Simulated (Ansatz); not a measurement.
Other settings, tried on the cluster Zr₂O₅H₂.

```yaml
crystal:
  periodic: [false, false, false]
  atoms:
    - {symbol: Zr, position_ang: [0.199123, -1.219531, -0.080428]}
    - {symbol: Zr, position_ang: [0.193235, 1.839012, -0.236011]}
    - {symbol: O, position_ang: [-0.545986, 0.454287, -1.240556]}
    - {symbol: O, position_ang: [0.988881, 0.564565, 0.866656]}
    - {symbol: O, position_ang: [1.501788, -2.427550, -0.967950]}
    - {symbol: O, position_ang: [-1.060827, -2.012344, 0.878731]}
    - {symbol: O, position_ang: [-1.093654, 3.003439, 0.640730]}
    - {symbol: H, position_ang: [-1.863343, 3.167338, 1.193506]}
    - {symbol: H, position_ang: [1.680783, -3.369215, -1.054678]}
basis:
  gaussian: {orbitals: def2-mTZVP, fitting: {mean_field: def2-universal-jkfit}}
hamiltonian: {xc: {name: r2SCAN}}
scf: {omitted_lower_state_checks: [starts]}
```

```sh
$ ansatz run in.yaml --threads 4 --pin off --events-out ev --progress --plain --max-ram 4787MiB
```

It prints (some lines left out):

```
Functional definition: r2SCAN
931 factors; integrals over basis functions are off by at most 9.2e-1 eV
mean field evaluation 1: about -12800.2071 eV, gradient 1.5e2 eV
mean field evaluation 2: about -12226.9417 eV, gradient 4.6e2 eV
mean field evaluation 4: about -12775.2502 eV, gradient 1.5e2 eV
mean field evaluation 8: about -12838.7222 eV, gradient 8.4e0 eV
mean field evaluation 16: about -12838.8513 eV, gradient 1.6e-2 eV
mean field -12838.85134698 eV, -471.8190845155 hartree, gradient 5.5e-5 eV, S^2 0.000000; 0 other end points of the search recorded, 0 dependent functions left out
reference -12838.85138332 eV, -471.8190858511 hartree; 33, 33 occupied and 159, 159 virtual orbitals, 931 factors
Total energy: -12838.85138332 eV, -471.8190858511 hartree
Checks for a lower state left out: starts
```

It took 5 s on 4 threads of Arm Neoverse V2 on a shared host.

In the def2 sets Zr takes a core potential; there is no spin–orbit coupling.
